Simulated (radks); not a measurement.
Question: Species: Hf. Configuration: [Xe] 4f14 5d2 6s2. Calculated with a radial shooting solver on a logarithmic mesh with Libxc functionals: non-relativistic Kohn-Sham, PBE, spin-polarised, spherical densities, point nucleus; open shells are filled with parallel spins first (spin-orbit coupling, left out, can overturn this in heavy ions); relativity is left out, which matters for an element this heavy. Some entries of the table are withheld. Estimate them.

orbital,occ.,eigenvalue (hartree),<r^2> (bohr^2)
1s down,1,-2212.358,0.0005919
1s up,1,-2212.358,0.0005919
2s up,1,-361.2242,0.009291
2s down,1,-361.2217,0.009291
2p up,3,-345.7783,0.006877
2p down,3,-345.7765,0.006877
3s up,1,-81.57429,0.05858
3s down,1,-81.57396,0.05858
3p up,3,-74.46903,0.05429
3p down,3,-74.46862,0.05429
3d up,5,-61.22849,0.04241
3d down,5,-61.22721,0.04241
4s up,1,-15.91950,0.2910
4s down,1,-15.91819,0.2910
4p up,3,-12.99068,0.3033
4p down,3,-12.98928,0.3033
4d up,5,-7.67811,0.3350
4d down,5,-7.67625,0.3349
5s up,1,-2.05484,1.741
5s down,1,-2.02468,1.726
5p up,3,-1.25368,2.213
5p down,3,-1.21748,2.192
4f up,7,-0.86024,0.5468
4f down,7,-0.85474,0.5397
6s up,1,-0.17080,(1)
5d up,2,-0.15320,6.554
6s down,1,-0.14736,(2)
5d down,0,-0.11233,7.324

Answer: 
(1) 6s up <r^2> (bohr^2): 15.74
(2) 6s down <r^2> (bohr^2): 17.18
